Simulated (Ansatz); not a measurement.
One change: `[CH3][Hf]([F])([F])[Cl]` becomes `[NH2][Hf]([F])([F])[Cl]`.

Ansatz, PBE0-D4/def2-TZVP geometries, multiplicity 1. Each molecule was computed in one conformer, which needn't be the lowest.

Elements past krypton have def2 core potentials.

```csv
property,`[CH3][Hf]([F])([F])[Cl]`
HOMO–LUMO gap (ωB97M-V/def2-TZVPP) / eV,11.51
LUMO energy (PBE0/def2-TZVPP) / eV,-1.20
size of the dipole moment (ωB97M-V/def2-TZVPP) / D,0.99
HOMO–LUMO gap (B3LYP/def2-TZVPP) / eV,6.87
HOMO energy (B3LYP/def2-TZVPP) / eV,-8.31
LUMO energy (PBE/def2-TZVPP) / eV,-2.09
```

Q: What does the change do to each property? (An estimate is asked.)

A: Computed: 
| property | `[NH2][Hf]([F])([F])[Cl]` | shift |
| --- | --- | --- |
| HOMO–LUMO gap (ωB97M-V/def2-TZVPP) / eV | 11.26 | -0.25 |
| LUMO energy (PBE0/def2-TZVPP) / eV | -0.76 | 0.44 |
| size of the dipole moment (ωB97M-V/def2-TZVPP) / D | 2.61 | 1.62 |
| HOMO–LUMO gap (B3LYP/def2-TZVPP) / eV | 6.97 | 0.10 |
| HOMO energy (B3LYP/def2-TZVPP) / eV | -7.98 | 0.33 |
| LUMO energy (PBE/def2-TZVPP) / eV | -1.69 | 0.40 |

With PBE0 the HOMO rises by 0.31 eV and the LUMO rises by 0.44 eV, so the gap widens by about 0.13 eV. PBE moves the HOMO by 0.39 eV and ωB97M-V by 0.26 eV. The zero-point energy changes by -25.9 kJ/mol with -3 modes. Dipoles are sizes alone; their direction can turn.

B3LYP here is the variant with VWN-RPA as its local correlation; programs differ in this.
